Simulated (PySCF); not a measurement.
A structure optimised at PBE-D3(BJ)/def2-SVP, used in a PySCF frequency run:

```
C
H 1 1.1113
H 1 1.1129 2 105.21
C 1 1.5348 2 111.50 3 -120.62
H 4 1.1087 1 111.30 2 -179.29
H 4 1.1093 5 107.91 1 122.92
H 4 1.1097 5 106.92 6 115.13
Si 1 1.8822 2 107.55 3 113.88
N 8 1.7351 1 109.05 2 -176.83
H 9 1.0237 8 118.53 1 -169.43
H 9 1.0244 10 109.75 8 139.95
H 8 1.4996 9 106.78 10 -45.84
Cl 8 2.1129 12 106.09 9 -122.40
```

Problem. Write its SMILES and formula.

Solution. CC[SiH](N)Cl, C2H8ClNSi

Problem. What are its rotational constants (standard atomic weights)?

Solution. 4.7271, 1.7720, 1.3983 GHz
